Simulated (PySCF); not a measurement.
I$_{4}$Zr (SMILES [I][Zr]([I])([I])[I]), singlet, geometry from GFN2-xTB (such geometries of metal compounds can be far from the true shape) (core potentials on I, Zr). Base run: DF-B3LYP/def2-SV(P) in PySCF.

PySCF was given this input:
```python
from pyscf import gto, scf, dft

mol = gto.M(
    atom='''
Zr   -0.000000    0.000000   -0.000000
I     2.185457   -0.649465   -1.611235
I     0.865279    0.403455    2.623475
I    -1.198477    2.334034   -0.953962
I    -1.852259   -2.088024   -0.058278
''',
    basis='def2-sv(p)',
    ecp={'I': 'def2-sv(p)', 'Zr': 'def2-sv(p)'},
    charge=0,
    spin=0,
    verbose=4,
)

mf = dft.RKS(mol)
mf.xc = 'b3lyp'
mf = mf.density_fit(auxbasis='def2-universal-jkfit')
mf.kernel()
```

Each row names what was changed in the base input (with any setting that the change needs).

```tsv
change	basis functions	E (Eh)	HOMO (eV)	HOMO-LUMO gap (eV)	outcome
base	128	-1238.50340	-7.64	4.02	converged
basis = x2c-SVPall; relativity = none (without ecp={'I': 'def2-sv(p)', 'Zr': 'def2-sv(p)'}; without mf = mf.density_fit(auxbasis='def2-universal-jkfit'))	197	-30417.71193	-8.78	4.08	converged
basis = x2c-SVPall; relativity = spin-free X2C (without ecp={'I': 'def2-sv(p)', 'Zr': 'def2-sv(p)'}; without mf = mf.density_fit(auxbasis='def2-universal-jkfit'))	197	-32058.73742	-7.53	4.04	converged
basis = ANO-RCC-VDZP; relativity = spin-free X2C (without ecp={'I': 'def2-sv(p)', 'Zr': 'def2-sv(p)'}; without mf = mf.density_fit(auxbasis='def2-universal-jkfit'))	-	-	-	-	cut at the time limit
basis = ANO-RCC-VDZP; relativity = spin-free X2C; nucleus = Gaussian (with nucmod='G'; without ecp={'I': 'def2-sv(p)', 'Zr': 'def2-sv(p)'}; without mf = mf.density_fit(auxbasis='def2-universal-jkfit'))	-	-	-	-	cut at the time limit
basis = x2c-SVPall; relativity = spin-free X2C; nucleus = Gaussian (with nucmod='G'; without ecp={'I': 'def2-sv(p)', 'Zr': 'def2-sv(p)'}; without mf = mf.density_fit(auxbasis='def2-universal-jkfit'))	197	-32057.98954	-7.53	4.04	converged
basis = ANO-RCC-VDZP; relativity = none (without ecp={'I': 'def2-sv(p)', 'Zr': 'def2-sv(p)'}; without mf = mf.density_fit(auxbasis='def2-universal-jkfit'))	-	-	-	-	cut at the time limit
```

Absolute energies of different levels of theory aren't comparable as measures of quality.

Basis sets contracted for a relativistic Hamiltonian are a mismatch without it, so the rows without relativity aren't non-relativistic limits. No row has spin-orbit coupling; sets with core potentials leave out the core electrons.
